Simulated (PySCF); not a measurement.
**Vibration and rotation of PrN**

r²SCANh constants of PrN, triplet, about 2.4 electrons in the 4f shell (Mulliken), real f orbitals that mix terms (basis Pr x2c-TZVPall, N x2c-TZVPall; spin-free X2C with a Gaussian nucleus; PySCF 2.14; masses 140.9076 and 14.0031 u):

| Item | Value |
| --- | --- |
| ωe | 938.1 cm⁻¹ |
| ωexe | 2.86 cm⁻¹ |
| Be | 0.43752 cm⁻¹ |
| αe | 0.00207 cm⁻¹ |
| D (centrifugal) | 3.81e-07 cm⁻¹ |
| De to Pr (4f3 6s2) + N | 4.88 eV |

Give the vibrational terms G(v) and spacings up to v = 6.

G(v) = ωe(v+½) − ωexe(v+½)².

```tsv
v	G(v) (cm⁻¹)	G(v) − G(v−1)	Bv (cm⁻¹)
0	468		0.4365
1	1401	932	0.4344
2	2327	927	0.4323
3	3248	921	0.4303
4	4164	915	0.4282
5	5073	910	0.4261
6	5977	904	0.4241
```

How well does the Morse estimate ωe²/(4ωexe) reproduce De, and what is D0?

It gives 9.54 eV, 195 % of the computed De. D0 = De − G(0) = 4.88 − 0.06 = 4.82 eV.

Spin–orbit coupling is left out, which matters for elements this heavy, above all for dissociation energies. The state is the lowest single determinant that the PBE0 search found; with open d or f shells the true ground state can be another one.
